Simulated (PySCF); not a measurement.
Computed IR spectrum (relative IR intensity) of a molecule C₅H₁₂Si. Coordinates come from a PBE0-D3(BJ)/def2-SVP optimisation. One conformer was computed; it need not be the lowest. These are PBE0-D3(BJ)/def2-SVP (PySCF) values and carry that method's errors. Frequencies are harmonic and unscaled.

Lines under 2 % of the strongest are left out, and lines within 2 cm⁻¹ are merged.

ν (cm⁻¹): 445 (vw), 589 (w), 603 (vw), 678 (w), 689 (m), 742 (m), 772 (m), 821 (s), 873 (m), 891 (m), 904 (s), 967 (w), 977 (w), 985 (w), 1089 (w), 1136 (vw), 1162 (w), 1203 (vw), 1259 (m), 1419 (vw), 1427 (w), 1466 (vw), 1471 (w), 2194 (vs), 3036 (m), 3043 (s), 3080 (w), 3100 (m), 3119 (m), 3138 (w), 3162 (w), 3164 (vw) (against the strongest line: vs over 80 %, s over 45 %, m over 15 %, w over 4 %, vw less)

### Question
Which molecule gave these data?
(A) C=C[SiH2]C(C)C
(B) CC1(C)C[C@@H]1[SiH3]
(C) C[C@H]1CC[Si@@H]1C
(D) C[C@@H]1C[C@@]1(C)[SiH3]

### Answer
C, C[C@H]1CC[Si@@H]1C
